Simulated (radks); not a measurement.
Pt5+, configuration [Xe] 4f14 5d5.

Calculated with a radial shooting solver on a logarithmic mesh with Libxc functionals: non-relativistic Kohn-Sham, PBE, spin-polarised, spherical densities, point nucleus; open shells are filled with parallel spins first (spin-orbit coupling, left out, can overturn this in heavy ions); relativity is left out, which matters for an element this heavy.

Energy parts (eV):
part                       energy
total                  -471540.13
kinetic                 471428.25
electron-nucleus      -1118157.34
Hartree                 184238.67
exchange-correlation     -9049.71

Orbitals (lengths in bohr, moments of r in powers of bohr; r(max) is where P^2 peaks):
orbital  occ.  eigenvalue (eV)   r(max)
1s up       1        -71225.63  0.01288
1s down     1        -71225.63  0.01288
2s up       1        -11909.14  0.07005
2s down     1        -11908.65  0.07005
2p up       3        -11445.58  0.05434
2p down     3        -11445.20  0.05434
3s up       1        -2826.314   0.1916
3s down     1        -2826.122   0.1916
3p up       3        -2608.549   0.1803
3p down     3        -2608.353   0.1803
3d up       5        -2202.475   0.1418
3d down     5        -2202.143   0.1418
4s up       1        -644.4320   0.4281
4s down     1        -644.0583   0.4282
4p up       3        -551.0628   0.4276
4p down     3        -550.6616   0.4277
4d up       5        -379.7263   0.4209
4d down     5        -379.2339   0.4210
4f up       7        -151.1796   0.3794
4f down     7        -150.4915   0.3793
5s up       1        -148.3162   0.9541
5s down     1        -144.5015   0.9483
5p up       3        -118.5426    1.011
5p down     3        -114.4388    1.003
5d up       5         -70.7230    1.183
5d down     0         -66.3589    1.176

The highest occupied level is 5d up at -70.723 eV. The spin density at the nucleus is -4.590 e/bohr^3 (1s -0.068, 2s -0.455, 3s -0.330, 4s 0.535, 5s -4.272). For comparison, the ionisation energy in NIST's Atomic Spectra Database is 75 eV (theoretical). In exact Kohn-Sham theory the highest level is minus the ionisation energy, but local and semilocal functionals leave it too shallow, through self-interaction and a potential that decays too fast; potentials with the right tail come closer. Spin moment in Bohr magnetons: 5. The electron density at the nucleus is 3.404e+05 e/bohr^3. Summed over all electrons, <r^2> = 30.78 bohr^2, which gives a Langevin (diamagnetic) susceptibility term of -24.4 x 10^-6 cm^3/mol.
